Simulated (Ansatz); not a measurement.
`FC[SiH]([SiH3])[SiH3]` + `CC[SeH]` → `CC[Se][SiH3]` + `FC[SiH2][SiH3]`  (cleavage of the Si–Si bond)

Program: Ansatz. Geometries: PBE0-D4/def2-TZVP. ΔE: electronic, gas phase. CCSD(T)/CBS is the MP2 limit (def2-TZVPP, def2-QZVPP) plus CCSD(T) − MP2 in def2-TZVPP, frozen cores. DFT in def2-TZVPP. For Se outer-core shells are correlated without core-valence functions, which leaves a few kJ/mol of doubt a bond. Scalar relativity is left out up to krypton. Each species was taken in one conformer, which may not be the lowest.

`FC[SiH]([SiH3])[SiH3]`:

Z-matrix (Å, degrees):
```
C
Si 1 1.908
F 1 1.391 2 110.0
H 1 1.095 2 111.2 3 119.8
H 1 1.095 2 111.2 3 -119.8
Si 2 2.340 1 110.2 3 -61.5
Si 2 2.340 1 110.2 3 61.4
H 2 1.493 1 106.5 3 180.0
H 6 1.488 2 109.6 1 -174.4
H 6 1.489 2 110.6 1 -54.5
H 6 1.486 2 110.3 1 65.9
H 7 1.486 2 110.3 1 -65.9
H 7 1.488 2 109.6 1 174.5
H 7 1.489 2 110.6 1 54.6
```

`CC[SeH]`:

Z-matrix (Å, degrees):
```
C
C 1 1.512
H 1 1.091 2 111.2
H 1 1.095 2 110.4 3 120.3
H 1 1.092 2 111.2 3 -120.1
Se 2 1.958 1 114.0 3 57.4
H 2 1.090 1 112.1 3 -179.9
H 2 1.092 1 111.4 3 -59.4
H 6 1.469 2 95.0 1 63.4
```

`CC[Se][SiH3]`:

```xyz
12

C     1.669   -1.194    0.705
C     0.711   -0.310   -0.062
Se   -0.965   -0.104    0.956
Si   -2.009    1.257   -0.523
H     1.913   -0.764    1.678
H     2.601   -1.312    0.145
H     1.247   -2.188    0.869
H     0.459   -0.742   -1.031
H     1.128    0.686   -0.219
H    -3.343    1.563    0.051
H    -1.243    2.515   -0.726
H    -2.167    0.594   -1.845
```

`FC[SiH2][SiH3]`:

Cartesian coordinates in Å:
```
F 0.749 0.836 -1.961
C 1.141 -0.301 -1.262
Si 0.671 -0.140 0.574
Si -1.606 0.354 0.793
H 2.221 -0.423 -1.389
H 0.649 -1.168 -1.716
H 0.989 -1.443 1.223
H 1.501 0.919 1.210
H -1.994 0.338 2.229
H -1.909 1.695 0.228
H -2.412 -0.668 0.071
```

CCSD(T)/CBS gives -53.4 kJ/mol.

Another level gave -48.9 kJ/mol. Which?
A. B2PLYP/def2-TZVPP
B. SCS-MP2/def2-TZVPP
C. r2SCAN/def2-TZVPP
D. PBE0-D4/def2-TZVPP

C. r2SCAN -48.9, SCS-MP2/def2-TZVPP -58.1, PBE0-D4 -44.4, B2PLYP -53.7 kJ/mol.

Largest T1 diagnostic among the species: 0.013.

From PBE to PBE0 (25 % exact exchange), in def2-TZVPP and without D4, ΔE moves by −3.9 kJ/mol. In def2-TZVPP, CCSD(T) changes the Hartree–Fock value by +12.4 kJ/mol (the triples alone add +1.1 kJ/mol) and MP2 by +3.6 kJ/mol.
